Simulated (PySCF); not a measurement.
TeCl2, SMILES Cl[Te]Cl. Coordinates come from a PBE-D3(BJ)/def2-TZVP optimisation. The isomer is the one that the SMILES or the coordinates give; other isomers of the formula were not compared. The def2 effective core potentials stand for the cores of Te; spin–orbit coupling is left out.

Level of theory: PBE-D3(BJ)/def2-TZVP (PySCF).

Harmonic wavenumbers (cm⁻¹): 119, 351, 367. Rotational constants (GHz): 4.890, 2.197, 1.516; symmetry number 2.

Problem. Work out the zero-point energy and the ideal-gas rigid-rotor harmonic-oscillator thermochemistry at 298.15 K and 1 atm.

Solution. ZPE = ½ Σ hcν = ½ × 838 cm⁻¹ = 1.20 kcal/mol. H − E(el) = 4.45 kcal/mol. Entropy in cal/(mol K): translation 41.76, rotation 26.00, vibration 5.36, total 73.13. G − E(el) = -17.36 kcal/mol. Cp = 12.99 cal/(mol K). Modes under 150 cm⁻¹ make the vibrational entropy uncertain.
